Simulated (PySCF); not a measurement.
ZnF₂, SMILES [F][Zn][F]. The structure is a stationary point at PBE-D3(BJ)/def2-TZVP. The isomer is the one that the SMILES or the coordinates give; other isomers of the formula were not compared.

Level of theory: PBE-D3(BJ)/def2-TZVP (PySCF).

Harmonic wavenumbers (cm⁻¹): 163, 163, 578, 737. Rotational constants (GHz): 4.371 (linear); symmetry number 2.

**Question.** Work out the zero-point energy and the ideal-gas rigid-rotor harmonic-oscillator thermochemistry at 298.15 K and 1 atm.

**Answer.** ZPE = ½ Σ hcν = ½ × 1642 cm⁻¹ = 2.35 kcal/mol. H − E(el) = 5.37 kcal/mol. Entropy in cal/(mol K): translation 39.82, rotation 15.04, vibration 5.78, total 60.63. G − E(el) = -12.71 kcal/mol. Cp = 12.57 cal/(mol K).
